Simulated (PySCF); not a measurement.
GeH₃, SMILES [GeH3+], charge +1.

Geometry optimised at B3LYP-D3(BJ)/def2-TZVPD.

Computed with TDDFT-PBE/def2-TZVPD (PySCF 2.14.0).

Vertical excitations; the highest root listed may be one member of a degenerate set. The molecule is in vacuum. State labels are in the subgroup C2v.

Computed UV-visible absorptions:
```tsv
state	symmetry	energy (eV)	λ (nm)	f	main pairs
S1	B2	5.11	242	0.000	HOMO→LUMO (degenerate set)
S2	A2	5.11	242	0.000	HOMO−1→LUMO (degenerate set)
S3	B1	9.46	131	0.101	HOMO−1→LUMO+1 (degenerate set)
S4	A1	9.46	131	0.101	HOMO→LUMO+1 (degenerate set)
S5	B1	10.49	118	0.000	HOMO→LUMO+2 50 %, HOMO−1→LUMO+3 50 %
S6	A1	10.85	114	0.000	HOMO−1→LUMO+2 48 %, HOMO→LUMO+3 48 %
S7	B2	11.26	110	0.055	HOMO−2→LUMO 80 %
S8	A1	11.59	107	0.574	HOMO→LUMO+4, HOMO−1→LUMO+2, HOMO→LUMO+3 (degenerate set)
S9	B1	11.59	107	0.574	HOMO−1→LUMO+4, HOMO→LUMO+2, HOMO−1→LUMO+3 (degenerate set)
S10	A1	12.32	101	0.654	HOMO→LUMO+4 35 %, HOMO→LUMO+3 23 %, HOMO−1→LUMO+2 23 %, HOMO→LUMO+1 11 %
T1	B2	4.50	276	0	HOMO→LUMO (degenerate set)
T2	A2	4.50	276	0	HOMO−1→LUMO (degenerate set)
T3	B1	7.76	160	0	HOMO−1→LUMO+1 (degenerate set)
T4	A1	7.76	160	0	HOMO→LUMO+1 (degenerate set)
```
Triplets are in the Tamm–Dancoff approximation, which puts them higher than full response would, so one can lie above its singlet here.
